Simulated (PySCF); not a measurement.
Cl4Sn, SMILES [Cl][Sn-]([Cl])([Cl])[Cl] (connectivity only; charge and spin as stated), charge -1, multiplicity 2.

Geometry: PBE0-D3(BJ)/def2-SVPD. The def2 effective core potentials stand for the cores of Sn; spin–orbit coupling is left out.

These are CAM-B3LYP/def2-SVPD (PySCF) values and carry that method's errors.

Isolated molecule, no solvent.

The total energy is -2054.86159 hartree. The point group is Td. The α spin, highest occupied and lowest empty level comes out as -3.29 and 3.93 eV and the β spin, highest occupied and lowest empty level is -6.30 and 0.67 eV. The dipole moment about the centre of nuclear charge comes out as 0.00 D. The mean static polarisability is 127.6 bohr³ (18.91 Å³) and the polarisability, principal values is 127.6, 127.6, 127.6 bohr³. The ⟨S²⟩ comes out as 0.758 (pure state 0.75).
